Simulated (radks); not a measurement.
The numbers below are computed, except where a source is named.
Problem. The calcium ion Ca2+, [Ar]. Level of theory: non-relativistic Kohn-Sham, LDA (Slater exchange, Perdew-Wang correlation), spin-polarised, spherical densities, point nucleus (a radial shooting solver on a logarithmic mesh with Libxc functionals). Every spin shell is full or empty, so the densities are truly spherical. Functionals are evaluated on that one density, not self-consistently. Rank these exchange functionals by their error against the exact value of the orbitals, and give that value: LDA, B88, OPTX, WC, B86b, revTPSS, SCAN, TASK.

Solution. Exact: -34.8819 hartree. From best to worst, with 100 (|E| - |E exact|)/|E exact| (equal figures are ties): B88 -0.02, B86b +0.04, OPTX +0.15, SCAN +0.30, revTPSS -0.56, WC -1.47, TASK -2.89, LDA -7.41.
